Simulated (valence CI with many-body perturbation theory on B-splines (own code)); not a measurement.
**Kr VI: calculated level list**

Level of theory: relativistic CI+MBPT: three valence electrons over a frozen Dirac-Fock core [Ar] 3d10, a basis of 11 s, 11 p, 10 d, 8 f, 5 g, 2 h functions for each j, with the one-electron correlation potential Σ1 (screened to all orders), the two-electron term Σ2, the three-electron term Σ3, Breit, model QED; selected single and double excitations, second order for the rest, scaled by the run's own slope (own B-spline code, finite nucleus).

Set against measurement, 40 paired levels are off by 204 cm⁻¹ on average, the worst by 839. These come from a selection out of Saloman, J. Phys. Chem. Ref. Data 36, 215 (2007). Levels without a partner in it may be off by more. 3 measured levels below the end of the list, from 390595 cm⁻¹ on, found no clear computed partner, and computed levels of the same name lie up to 2891 cm⁻¹ from them.

Levels 91 to 135 of 175, with energies above the lowest level, 4s2.4p 2P°_1/2. "Leading %" is the weight of the configuration and term that name the level; weights of strongly mixed levels are sums over their largest components and can fall short. In the jj column 3d3/2^4 stands for four electrons in 3d with j = 3/2.

```tsv
No.	Configuration	Term	J	E (eV)	Leading %	Leading jj	Second component	g
91	4s.4p.4f	2F	5/2	59.838	37	4s 4p1/2 4f5/2 (33 %)	27 % 4p2.4d 2F	0.922
92	4s.4p.4f	2F	7/2	60.141	45	4s 4p1/2 4f5/2 (24 %)	33 % 4p2.4d 2F	1.133
93	4s.4p.4f	4G	5/2	60.300	81	4s 4p1/2 4f5/2 (65 %)	6 % 4s.4p.4f 2D	0.669
94	4s.4p.4f	4G	7/2	60.481	77	4s 4p1/2 4f7/2 (41 %)	5 % 4s.4p.4f 2F	1.025
95	4s.4p.4f	2D	5/2	60.594	29	4s 4p3/2 4f7/2 (24 %)	28 % 4p2.4d 2D	1.080
96	4s.4p.4f	4G	9/2	60.719	85	4s 4p1/2 4f7/2 (48 %)	6 % 4p2.4d 4F	1.188
97	4s.4p.4f	2D	3/2	60.725	43	4s 4p3/2 4f7/2 (26 %)	40 % 4p2.4d 2D	0.809
98	4s.4p.4f	4F	3/2	60.988	70	4s 4p1/2 4f5/2 (39 %)	18 % 4p2.4d 4F	0.443
99	4s.4p.4f	4F	5/2	61.086	61	4s 4p3/2 4f5/2 (29 %)	17 % 4p2.4d 4F	1.044
100	4s.4p.4f	4G	11/2	61.172	98	4s 4p3/2 4f7/2 (98 %)		1.273
101	4s2.7s	2S	1/2	61.194	76	4s^2 7s (76 %)	13 % 4s.4p.5p 2P	1.813
102	4s.4p.4f	4F	7/2	61.251	55	4s 4p1/2 4f7/2 (33 %)	18 % 4p2.4d 4F	1.236
103	4s.4p.5p	2P	1/2	61.320	78	4s 4p3/2 5p1/2 (41 %)	16 % 4s2.7s 2S	0.889
104	4s.4p.5p	2D	3/2	61.373	46	4s 4p3/2 5p1/2 (59 %)	36 % 4s.4p.5p 2P	1.009
105	4p2.4d	4P	5/2	61.567	62	4p1/2 4p3/2 4d5/2 (42 %)	19 % 4s.4p.5p 2D	1.450
106	4s.4p.4f	4F	9/2	61.573	60	4s 4p3/2 4f7/2 (57 %)	24 % 4p2.4d 4F	1.315
107	4s.4p.5p	2P	3/2	61.603	56	4s 4p3/2 5p3/2 (65 %)	29 % 4s.4p.5p 2D	1.132
108	4s.4p.5p	2D	5/2	61.641	60	4s 4p3/2 5p3/2 (43 %)	22 % 4p2.4d 4P	1.292
109	4p2.4d	4P	3/2	61.821	86	4p1/2 4p3/2 4d3/2 (44 %)	4 % 4p2.4d 2P	1.656
110	4p2.4d	4P	1/2	61.945	91	4p1/2 4p3/2 4d3/2 (53 %)		2.562
111	4s.4p.4f	4D	7/2	62.234	65	4s 4p3/2 4f7/2 (38 %)	18 % 4p2.4d 4D	1.393
112	4s.4p.5p	2S	1/2	62.367	83	4s 4p3/2 5p3/2 (53 %)	6 % 4s2.7s 2S	1.979
113	4s.4p.4f	4D	5/2	62.411	73	4s 4p3/2 4f7/2 (38 %)	14 % 4p2.4d 4D	1.345
114	4s.4p.4f	2G	7/2	62.435	65	4s 4p3/2 4f5/2 (23 %)	25 % 4p2.4d 2G	0.897
115	4s.4p.4f	4D	3/2	62.503	76	4s 4p3/2 4f5/2 (54 %)	12 % 4p2.4d 4D	1.161
116	4s.4p.4f	4D	1/2	62.570	84	4s 4p3/2 4f5/2 (84 %)	13 % 4p2.4d 4D	0.023
117	4s.4p.4f	2G	9/2	62.658	69	4s 4p3/2 4f5/2 (43 %)	20 % 4p2.4d 2G	1.113
118	4p2.4d	2D	3/2	62.764	66	4p1/2 4p3/2 4d5/2 (26 %)	17 % 4s.4p.4f 2D	0.846
119	4s2.7p	2P°	1/2	62.830	97	4s^2 7p1/2 (97 %)		0.666
120	4p2.4d	2D	5/2	62.901	54	4p3/2^2 4d5/2 (37 %)	25 % 4s.4p.4f 2D	1.227
121	4s2.7p	2P°	3/2	62.911	97	4s^2 7p3/2 (97 %)		1.334
122	4p2.4d	2P	1/2	63.316	74	4p1/2 4p3/2 4d5/2 (64 %)	14 % 4s.4d2 2P	0.781
123	4p2.4d	2P	3/2	63.498	40	4p1/2 4p3/2 4d5/2 (24 %)	25 % 4p2.4d 2D	1.107
124	4s.4p.5d	4F°	3/2	63.901	67	4s 4p1/2 5d3/2 (92 %)	16 % 4s.4p.5d 4D°	0.605
125	4s.4p.5d	4F°	5/2	63.979	33	4s 4p1/2 5d5/2 (55 %)	28 % 4s2.6f 2F°	1.095
126	4p2.4d	2S	1/2	64.028	78	4p3/2^2 4d5/2 (29 %)	7 % 4s.4d2 2S	1.952
127	4s2.6f	2F°	7/2	64.034	84	4s^2 6f7/2 (84 %)	5 % 4s.4p.5d 4F°	1.160
128	4p2.4d	2P	3/2	64.051	36	4p3/2^2 4d5/2 (34 %)	35 % 4p2.4d 2D	1.041
129	4s2.6f	2F°	5/2	64.098	66	4s^2 6f5/2 (66 %)	15 % 4s.4p.5d 4D°	0.983
130	4s.4p.5d	4D°	1/2	64.208	92	4s 4p1/2 5d3/2 (65 %)		0.098
131	4s.4p.5d	4D°	3/2	64.231	56	4s 4p1/2 5d5/2 (46 %)	27 % 4s.4p.5d 2D°	1.119
132	4s.4p.5d	2D°	5/2	64.270	44	4s 4p1/2 5d3/2 (48 %)	26 % 4s.4p.5d 4F°	1.226
133	4p2.4d	2D	5/2	64.279	81	4p3/2^2 4d5/2 (68 %)	12 % 4s.4p.4f 2D	1.199
134	4s.4p.5d	4F°	7/2	64.305	46	4s 4p1/2 5d5/2 (56 %)	40 % 4s.4p.5d 4D°	1.304
135	4s2.6g	2G	7/2	64.494	87	4s^2 6g7/2 (87 %)	5 % 4s.4p.4f 2G	0.891
```

Names give the largest LS component (configuration and term), which can be under half, so a name can repeat, a term be missing and a line seem to break the LS rules; names also repeat where a configuration has a term twice.

Where two levels of one J and parity lie close, their mixing, g and order are uncertain.
